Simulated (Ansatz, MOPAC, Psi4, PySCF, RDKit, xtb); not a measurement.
Two geometries of SMILES c1cc(C=O)sc1C=C (C₇H₆OS), relaxed at B3LYP-D3(BJ)/def2-SVP with one dihedral held; other torsions can differ between them too.

Structure A

```
15

C     -2.9794     0.9328     0.1290
C     -2.2120    -0.1683     0.0995
C     -0.7607    -0.2171     0.0251
C      0.0230    -1.3614     0.0243
C      1.4084    -1.0904    -0.0911
C      1.6905     0.2625    -0.1121
C      3.0064     0.8848    -0.3480
O      3.3996     1.9045     0.1693
S      0.2306     1.2118    -0.0898
H     -4.0675     0.8585     0.1809
H     -2.5499     1.9389     0.1049
H     -2.6897    -1.1536     0.1331
H     -0.4045    -2.3627     0.0926
H      2.1838    -1.8565    -0.1454
H      3.6809     0.2633    -0.9933
```

Structure B

```
15

C      2.9659     0.9288     0.1298
C      2.2008    -0.1743     0.1140
C      0.7513    -0.2290     0.0221
C     -0.0287    -1.3791     0.0126
C     -1.4127    -1.1192    -0.0986
C     -1.7001     0.2331    -0.1537
C     -3.0180     0.8468    -0.3434
O     -4.0119     0.2237    -0.6477
S     -0.2450     1.1932    -0.0984
H      4.0529     0.8563     0.2004
H      2.5359     1.9333     0.0731
H      2.6798    -1.1576     0.1742
H      0.4073    -2.3769     0.0810
H     -2.1980    -1.8740    -0.1398
H     -3.0455     1.9597    -0.2175
```

### Question
Which is lower in energy at the level Ansatz (a first-principles code) with CCSD(T) on RHF/cc-pVDZ, frozen core // B3LYP-D3(BJ)/def2-SVP, and by how much?

### Answer
B is lower, by 3.30 kcal/mol (dihedral S9–C6–C7–O8: 45° in A, 165° in B).

E(B) − E(A) in kcal/mol at the other levels, on the same two geometries: MMFF94 // B3LYP-D3(BJ)/def2-SVP (RDKit) -5.89; B3LYP/def2-TZVP // B3LYP-D3(BJ)/def2-SVP (Psi4) -3.36; B3LYP-D3(BJ)/def2-TZVP // B3LYP-D3(BJ)/def2-SVP (Psi4) -3.38; PBE/def2-TZVP // B3LYP-D3(BJ)/def2-SVP (Psi4) -3.57; PBE-D3(BJ)/def2-TZVP // B3LYP-D3(BJ)/def2-SVP (Psi4) -3.59; wB97X-D/def2-TZVP // B3LYP-D3(BJ)/def2-SVP (Psi4) -3.10; RHF/cc-pVDZ // B3LYP-D3(BJ)/def2-SVP (Ansatz) -3.31; MP2 on RHF/cc-pVDZ, frozen core // B3LYP-D3(BJ)/def2-SVP (Ansatz) -3.45; CCSD on RHF/cc-pVDZ, frozen core // B3LYP-D3(BJ)/def2-SVP (Ansatz) -3.07; RHF/cc-pVTZ // B3LYP-D3(BJ)/def2-SVP (Ansatz) -2.84; MP2 on RHF/cc-pVTZ, frozen core // B3LYP-D3(BJ)/def2-SVP (Ansatz) -3.12; UFF // B3LYP-D3(BJ)/def2-SVP (RDKit) -4.42; PM7, restricted, heats of formation // B3LYP-D3(BJ)/def2-SVP (MOPAC) -0.81; PM6, restricted, heats of formation // B3LYP-D3(BJ)/def2-SVP (MOPAC) -1.13; GFN1-xTB // B3LYP-D3(BJ)/def2-SVP (xtb) -3.45; restricted B3LYP/6-31G*, spherical d, density fitting // B3LYP-D3(BJ)/def2-SVP (PySCF) -3.56; restricted MP2 (frozen core)/6-31G*, spherical d // B3LYP-D3(BJ)/def2-SVP (PySCF) -2.89; restricted B3LYP/3-21G, density fitting // B3LYP-D3(BJ)/def2-SVP (PySCF) -4.52; restricted Hartree-Fock/STO-3G // B3LYP-D3(BJ)/def2-SVP (PySCF) -2.07.
